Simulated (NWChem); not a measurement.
System: CH3ClGe, singlet; SMILES [CH3][Ge][Cl]

Results from NWChem. Low-valent species are run as closed-shell singlets; no triplet was tried in these runs. The geometry was optimised at PBE0/def2-SVP. Ions are spin-unrestricted doublets at the neutral geometry; other ion states weren't tried.

Q: Estimate the computed values for PBE/def2-SVP. Quantities: vertical ionisation energy, ΔSCF (eV); −ε(HOMO) (eV).

A: 
```yaml
vertical ionisation energy, ΔSCF (eV): 8.80
"−ε(HOMO) (eV)": 5.65
```
